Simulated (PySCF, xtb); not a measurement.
CuF2, SMILES [F][Cu+][F] (connectivity only; charge and spin as stated), charge +1, multiplicity 3.

Harmonic wavenumbers (cm⁻¹) from xtb with GFN2-xTB at its own minimum, in rising order: 165, 165, 430, 583.

Problem. What does PBE-D3(BJ)/def2-TZVP (PySCF) give at its own minimum? (Estimate from the structure and the level; the computed values follow.)

Solution. 93, 93, 536, 719. Paired by order, the mean absolute difference is 96 cm⁻¹ and the zero-point energies are 1.9 and 2.1 kcal/mol.
